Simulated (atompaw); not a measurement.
u(r) = r·R(r): atom against pseudo-atom (holmium)

Columns: radius, all-electron u(r) and pseudo u(r) of the 4f shell (level -17.59 eV) of holmium in the configuration [Kr] 4d10 4f11 5s2 5p6 5d0 6s0 6p0; LDA (PW92), scalar-relativistic, PAW (atompaw) scheme, atompaw 4.2.0.5.

| r (bohr) | all-electron | pseudo |
| --- | --- | --- |
| 0.115 | 0.1369 | 0.0149 |
| 0.231 | 0.5770 | 0.1843 |
| 0.346 | 0.9328 | 0.5866 |
| 0.462 | 1.0864 | 0.9768 |
| 0.577 | 1.0926 | 1.0913 |
| 0.692 | 1.0261 | 1.0261 |
| 0.808 | 0.9306 | 0.9306 |
| 0.923 | 0.8302 | 0.8302 |
| 1.038 | 0.7345 | 0.7345 |
| 1.154 | 0.6467 | 0.6467 |
| 1.269 | 0.5695 | 0.5695 |
| 1.385 | 0.5012 | 0.5012 |
| 1.500 | 0.4422 | 0.4422 |
| 1.615 | 0.3909 | 0.3909 |
| 1.731 | 0.3459 | 0.3459 |
| 1.846 | 0.3070 | 0.3070 |
| 1.962 | 0.2727 | 0.2727 |
| 2.077 | 0.2428 | 0.2428 |
| 2.192 | 0.2166 | 0.2166 |
| 2.308 | 0.1932 | 0.1932 |
| 2.423 | 0.1726 | 0.1726 |
| 2.538 | 0.1544 | 0.1544 |
| 2.654 | 0.1381 | 0.1381 |
| 2.769 | 0.1236 | 0.1236 |
| 2.885 | 0.1107 | 0.1107 |
| 3.000 | 0.0992 | 0.0992 |

Question: How many radial nodes do the two functions have?

Answer: The all-electron 4f function has n − l − 1 = 0; the pseudo-wave has 0.

Question: At about which radius was the pseudo-wave matched?

Answer: 0.70 bohr, where the columns begin to agree (steps of 0.12 bohr).

Question: Is the pseudo-wave norm-conserving?

Answer: No, it belongs to a PAW set: the norm inside the radius is not constrained, and the difference is carried by the augmentation charge.
